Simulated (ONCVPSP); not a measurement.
**Reading a pseudo-wave (rhenium (Re))**

Columns: radius, all-electron u(r) and pseudo u(r) of the 5s shell (level -88.99 eV) of rhenium in the configuration [Kr] 4d10 4f14 5s2 5p6 5d5 6s1.5; PBE, scalar-relativistic, ONCV scheme, ONCVPSP 4.0.1.

```
r (bohr)  all-electron  pseudo
   0.093        0.0899  0.1518
   0.185        0.2928  0.2996
   0.278       -0.4216  0.4443
   0.370       -0.6274  0.5798
   0.463       -0.3044  0.7053
   0.555        0.1910  0.8141
   0.648        0.6389  0.9041
   0.740        0.9464  0.9692
   0.833        1.1164  1.0076
   0.925        1.1719  1.0172
   1.018        1.1473  0.9989
   1.110        1.0728  0.9557
   1.203        0.9698  0.8911
   1.295        0.8568  0.8119
   1.388        0.7422  0.7219
   1.480        0.6349  0.6285
   1.573        0.5361  0.5353
   1.665        0.4496  0.4495
   1.758        0.3735  0.3734
   1.850        0.3091  0.3091
   1.943        0.2541  0.2540
   2.035        0.2084  0.2084
   2.128        0.1700  0.1700
   2.220        0.1386  0.1386
   2.313        0.1124  0.1124
   2.405        0.0912  0.0912
```

Problem. How many radial nodes do the two functions have?

Solution. The all-electron 5s function has n − l − 1 = 4 (the table is too coarse to show those close to the nucleus); the pseudo-wave has 0, since the states of the same l below it are removed with the core.

Problem. At about which radius was the pseudo-wave matched?

Solution. 1.65 bohr, where the columns begin to agree (steps of 0.09 bohr).

Problem. Is the pseudo-wave norm-conserving?

Solution. Yes: the ONCV scheme keeps the norm inside the radius equal to the all-electron one, which fixes the energy derivative of the logarithmic derivative at the level.
